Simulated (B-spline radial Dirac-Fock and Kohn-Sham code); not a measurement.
# Dipole and non-dipole photoemission parameters of Mn⁷⁺ 2p1/2

System: Mn⁷⁺, [Ne] 3s2 3p6; threshold 818.7 eV (orbital energy of the model). Model: Dirac-Hartree-Slater photoionisation with a Latter tail; cross sections with all multipoles, angular parameters from the dipole term and its interference with E2. Program: a radial finite-basis atomic code.

Input file task.json (cfg lists n, l and occupation; rrms is the nuclear radius in fm):

```json
{"items": [{
  "Z": 25,
  "q": 7,
  "cfg": [[1, 0, 2], [2, 0, 2], [2, 1, 6], [3, 0, 2], [3, 1, 6]],
  "A": 55,
  "rrms": 3.7057,
  "do": "xps",
  "hv": [53.7, 55.9, 62.7, 79.5, 80, 117.0, 199.0, 201.0, 214.0, 277.0, 404.0, 508.0, 600, 602.0, 923.0, 1000, 1600.0, 2220.0, 2984.4, 4000, 4330.0, 4360.0, 5414.7, 6390.0, 6670.0, 9170.0, 9251.7, 9330.0, 14000.0, 15000]
}]}
```

Launch: `python xray2_run.py task.json out`

```csv
hν (eV),σ (kb),β,γ,δ
923,231,1.327,-0.050,0.013
1000,187,1.395,0.013,0.016
1600,52.6,1.447,0.365,0.029
2220,20.5,1.369,0.591,0.042
2984.4,8.39,1.264,0.782,0.060
4000,3.36,1.139,0.954,0.085
4330,2.61,1.103,0.998,0.093
4360,2.55,1.100,1.002,0.094
5414.7,1.26,0.998,1.115,0.120
6390,?,?,?,?
6670,0.635,0.900,1.216,0.149
9170,0.216,0.751,1.361,0.205
9251.7,0.210,0.747,1.365,0.207
9330,0.204,0.743,1.369,0.209
14000,0.0493,0.569,1.536,0.300
15000,0.0385,0.541,1.564,0.318
```

Problem. Give the values at 6390 eV.

Solution. σ = 0.732 kb, β = 0.920, γ = 1.196, δ = 0.143.

Values without a named source are computed, but for edge energies of neutral atoms, which are taken from tables.
